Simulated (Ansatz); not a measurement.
`F[SiH2]BC[SiH3]` + BH₃ → `BB[SiH2]F` + `C[SiH3]`  (formal exchange of groups at a B–C bond)

Program: Ansatz. Geometries: PBE0-D4/def2-TZVP. ΔE: electronic, gas phase. CCSD(T)/CBS is the MP2 limit (def2-TZVPP, def2-QZVPP) plus CCSD(T) − MP2 in def2-TZVPP, frozen cores. This one scheme is used for every species. Functionals use def2-TZVPP. B3LYP here is the variant with VWN-RPA as its local correlation; programs differ in this. One conformer a species, not always the lowest.

```json
{"level": "PBE-D4", "ΔE (kJ/mol)": "-13.4", "difference from CCSD(T)/CBS": "-17.3"}
{"level": "r2SCAN-D4", "ΔE (kJ/mol)": "-11.6", "difference from CCSD(T)/CBS": "-15.5"}
{"level": "PBE0-D4", "ΔE (kJ/mol)": "-6.7", "difference from CCSD(T)/CBS": "-10.6"}
{"level": "B3LYP-D4", "ΔE (kJ/mol)": "-4.8", "difference from CCSD(T)/CBS": "-8.7"}
{"level": "ωB97X-V", "ΔE (kJ/mol)": "-1.9", "difference from CCSD(T)/CBS": "-5.8"}
{"level": "ωB97M-V", "ΔE (kJ/mol)": "0.3", "difference from CCSD(T)/CBS": "-3.6"}
{"level": "B2PLYP", "ΔE (kJ/mol)": "-2.9", "difference from CCSD(T)/CBS": "-6.8"}
{"level": "PBE", "ΔE (kJ/mol)": "-18.3", "difference from CCSD(T)/CBS": "-22.2"}
{"level": "r2SCAN", "ΔE (kJ/mol)": "-13.1", "difference from CCSD(T)/CBS": "-17.0"}
{"level": "PBE0", "ΔE (kJ/mol)": "-11.2", "difference from CCSD(T)/CBS": "-15.1"}
{"level": "B3LYP", "ΔE (kJ/mol)": "-12.5", "difference from CCSD(T)/CBS": "-16.4"}
{"level": "HF/def2-TZVPP", "ΔE (kJ/mol)": "0.7", "difference from CCSD(T)/CBS": "-3.2"}
{"level": "MP2/def2-TZVPP", "ΔE (kJ/mol)": "12.3", "difference from CCSD(T)/CBS": "8.4"}
{"level": "SCS-MP2/def2-TZVPP", "ΔE (kJ/mol)": "11.1", "difference from CCSD(T)/CBS": "7.2"}
{"level": "CCSD/def2-TZVPP", "ΔE (kJ/mol)": "3.3", "difference from CCSD(T)/CBS": "-0.6"}
{"level": "CCSD(T)/def2-TZVPP", "ΔE (kJ/mol)": "4.9", "difference from CCSD(T)/CBS": "1.0"}
{"level": "HF/def2-QZVPP", "ΔE (kJ/mol)": "1.0", "difference from CCSD(T)/CBS": "-2.9"}
{"level": "MP2/def2-QZVPP", "ΔE (kJ/mol)": "11.9", "difference from CCSD(T)/CBS": "8.0"}
{"level": "SCS-MP2/def2-QZVPP", "ΔE (kJ/mol)": "10.3", "difference from CCSD(T)/CBS": "6.4"}
{"level": "HF/CBS(def2)", "ΔE (kJ/mol)": "1.0", "difference from CCSD(T)/CBS": "-2.9"}
{"level": "MP2/CBS(def2)", "ΔE (kJ/mol)": "11.3", "difference from CCSD(T)/CBS": "7.4"}
{"level": "CCSD/CBS(def2)", "ΔE (kJ/mol)": "2.3", "difference from CCSD(T)/CBS": "-1.6"}
{"level": "CCSD(T)/CBS", "ΔE (kJ/mol)": "3.9", "difference from CCSD(T)/CBS": "0"}
```

Largest T1 diagnostic among the species: 0.014.

In def2-TZVPP, CCSD(T) changes the Hartree–Fock value by +4.3 kJ/mol (the triples alone add +1.7 kJ/mol) and MP2 by +11.7 kJ/mol. From PBE to PBE0 (25 % exact exchange), in def2-TZVPP and without D4, ΔE moves by +7.1 kJ/mol.
